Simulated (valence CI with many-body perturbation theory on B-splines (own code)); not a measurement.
# E1 line list for Sr²⁵⁺

Calculated by relativistic CI+MBPT: three valence electrons over a frozen Dirac-Fock core [Ne], radial functions for each j: 11 s, 11 p, 10 d, 8 f, 5 g, 2 h, with the one-electron correlation potential Σ1, the two-electron term Σ2, the three-electron term Σ3, Breit, model QED; selected CI, second order for the rest, scaled by the run's own slope (own B-spline code, finite nucleus).

No measured levels were compared; by estimate levels of excited configurations hold to 0.05 to 0.15 % of their energy, terms of the ground configuration to about 0.5 %.

Lines 151 to 200 of 580 in falling wavelength, among levels below 601.23 eV, chosen from the strongest by gf and those to the six lowest levels. Wavelengths and rates use the calculated energies, so an error of 600 cm⁻¹ moves a line at 146.8 Å by 0.088 % and its rate by three times that or more. Electric multipoles are in the length gauge, E1 and E2 with the static RPA response of the core. Weak lines are less certain than strong ones. Lines between different terms over intervals too small for the method are left out, as are lines whose strength nearly cancels. Where a level lies close to another of its J and parity, the split of strength between their lines is uncertain. The highest levels of a list are the least certain.

Names give the largest LS component (configuration and term), which can be under half, so a name can repeat, a term be missing and a line seem to break the LS rules; names also repeat where a configuration has a term twice. Letters in brackets count levels of one name in rising energy.

| λ vac (Å) | Upper | Lower | A (s⁻¹) | S (a.u.) |
| --- | --- | --- | --- | --- |
| 146.8 | 3d3 2P_3/2 | 3p.3d2 2P°_3/2 [b] | 1.94e+10 | 1.21e-01 |
| 146.8 | 3p.3d2 2G°_9/2 [b] | 3s.3d2 2G_7/2 | 7.78e+09 | 1.21e-01 |
| 146.5 | 3p2.3d 2D_3/2 [c] | 3s.3p.3d 2F°_5/2 [b] | 1.29e+10 | 7.99e-02 |
| 146.5 | 3p2.3d 2D_3/2 [c] | 3s.3p.3d 2P°_1/2 [a] | 2.76e+10 | 1.71e-01 |
| 146.3 | 3p.3d2 2G°_9/2 [a] | 3p2.3d 2F_7/2 [b] | 8.28e+09 | 1.28e-01 |
| 146.3 | 3p.3d2 4G°_11/2 | 3p2.3d 2G_9/2 | 5.84e+09 | 1.08e-01 |
| 146.2 | 3p2.3d 2D_5/2 [a] | 3s.3p.3d 4D°_7/2 | 9.35e+09 | 8.66e-02 |
| 146.2 | 3p2.3d 4D_5/2 | 3s.3p.3d 4F°_7/2 | 1.25e+10 | 1.16e-01 |
| 146.0 | 3p2.3d 4F_7/2 | 3s.3p.3d 4F°_5/2 | 6.80e+09 | 8.34e-02 |
| 145.5 | 3d3 2D_5/2 [b] | 3p.3d2 2P°_3/2 [c] | 4.19e+10 | 3.82e-01 |
| 145.5 | 3p.3d2 2F°_7/2 [b] | 3p2.3d 2F_5/2 [b] | 7.23e+09 | 8.79e-02 |
| 145.2 | 3p.3d2 4D°_1/2 [c] | 3s.3d2 4F_3/2 | 2.81e+10 | 8.50e-02 |
| 145.2 | 3d3 2D_3/2 [b] | 3p.3d2 2P°_3/2 [c] | 1.77e+10 | 1.07e-01 |
| 145.1 | 3p.3d2 2F°_7/2 [d] | 3p2.3d 2D_5/2 [c] | 2.13e+10 | 2.57e-01 |
| 145.1 | 3p2.3d 2D_5/2 [b] | 3s.3p.3d 2F°_7/2 [a] | 3.33e+10 | 3.01e-01 |
| 145.0 | 3p2.3d 2D_3/2 [a] | 3s.3p.3d 2F°_5/2 [a] | 1.73e+10 | 1.04e-01 |
| 145.0 | 3p2.3d 2D_3/2 [b] | 3s.3p.3d 4D°_5/2 | 2.25e+10 | 1.35e-01 |
| 144.8 | 3s.3d2 2D_3/2 | 3s.3p.3d 2P°_1/2 [b] | 2.16e+10 | 1.30e-01 |
| 144.8 | 3p2.3d 4P_5/2 | 3s.3p.3d 4D°_3/2 | 8.02e+09 | 7.21e-02 |
| 144.8 | 3p.3d2 2F°_5/2 [c] | 3s.3d2 2D_3/2 | 9.90e+09 | 8.90e-02 |
| 144.7 | 3p2.3d 2D_5/2 [a] | 3s.3p.3d 2F°_5/2 [a] | 1.25e+10 | 1.12e-01 |
| 144.7 | 3s.3p.3d 4F°_3/2 | 3s.3p2 4P_5/2 | 2.09e+09 | 1.25e-02 |
| 144.6 | 3p3 2P°_1/2 | 3s.3p2 2D_3/2 | 3.84e+10 | 1.15e-01 |
| 144.5 | 3p.3d2 2F°_5/2 [c] | 3s.3d2 2G_7/2 | 3.63e+10 | 3.25e-01 |
| 144.5 | 3p2.3d 2P_3/2 [a] | 3s.3p.3d 4F°_3/2 | 1.25e+10 | 7.43e-02 |
| 144.2 | 3p2.3d 4P_5/2 | 3s.3p.3d 4P°_5/2 | 1.63e+10 | 1.44e-01 |
| 144.2 | 3p2.3d 4D_7/2 | 3s.3p.3d 4F°_9/2 | 1.38e+10 | 1.64e-01 |
| 144.1 | 3p.3d2 4D°_3/2 | 3s.3d2 4F_5/2 | 1.80e+10 | 1.06e-01 |
| 143.3 | 3p2.3d 2F_5/2 [b] | 3s.3p.3d 2D°_3/2 | 1.10e+10 | 9.63e-02 |
| 143.3 | 3p2.3d 4P_3/2 | 3s.3p.3d 4D°_3/2 | 9.43e+09 | 5.48e-02 |
| 143.3 | 3s.3p.3d 2F°_5/2 [b] | 3s2.3d 2D_3/2 | 5.92e+10 | 5.16e-01 |
| 143.0 | 3p.3d2 2P°_3/2 [b] | 3s.3d2 2D_5/2 | 1.20e+10 | 6.95e-02 |
| 143.0 | 3s.3p.3d 4P°_5/2 | 3s.3p2 2D_3/2 | 4.32e+08 | 3.74e-03 |
| 142.5 | 3p3 2D°_5/2 | 3s.3p2 4P_3/2 | 8.50e+07 | 7.29e-04 |
| 142.4 | 3s.3p.3d 4D°_3/2 | 3s.3p2 2D_3/2 | 2.58e+09 | 1.47e-02 |
| 142.3 | 3p2.3d 4D_1/2 | 3s.3p.3d 4F°_3/2 | 1.99e+10 | 5.66e-02 |
| 141.9 | 3p3 2P°_3/2 | 3s.3p2 2D_5/2 | 2.45e+10 | 1.38e-01 |
| 141.7 | 3d3 2F_5/2 | 3p.3d2 2F°_5/2 [c] | 8.65e+09 | 7.28e-02 |
| 141.7 | 3s.3p.3d 2P°_3/2 [a] | 3s.3p2 2P_3/2 | 1.77e+10 | 9.91e-02 |
| 141.5 | 3p3 2D°_3/2 | 3s.3p2 4P_1/2 | 7.58e+09 | 4.24e-02 |
| 141.5 | 3s.3p.3d 4D°_1/2 | 3s.3p2 2D_3/2 | 1.17e+09 | 3.27e-03 |
| 141.2 | 3d3 4F_5/2 | 3p.3d2 4D°_3/2 | 1.45e+10 | 1.21e-01 |
| 141.2 | 3d3 2D_5/2 [a] | 3p.3d2 2D°_5/2 [c] | 4.35e+10 | 3.63e-01 |
| 141.1 | 3p.3d2 2G°_7/2 [b] | 3s.3d2 2G_9/2 | 5.58e+09 | 6.19e-02 |
| 141.1 | 3p.3d2 2P°_1/2 [a] | 3p2.3d 2S_1/2 | 2.34e+10 | 6.49e-02 |
| 141.1 | 3p2.3d 2F_5/2 [b] | 3s.3p.3d 4D°_5/2 | 8.83e+09 | 7.34e-02 |
| 140.7 | 3d3 2D_3/2 [b] | 3p.3d2 2P°_1/2 [c] | 4.21e+10 | 2.32e-01 |
| 140.7 | 3p.3d2 2G°_7/2 [b] | 3s.3d2 2G_7/2 | 1.44e+10 | 1.58e-01 |
| 140.6 | 3d3 4F_3/2 | 3p.3d2 4D°_1/2 [c] | 1.69e+10 | 9.27e-02 |
| 140.5 | 3p3 4S°_3/2 | 3s.3p2 4P_3/2 | 1.87e+10 | 1.02e-01 |
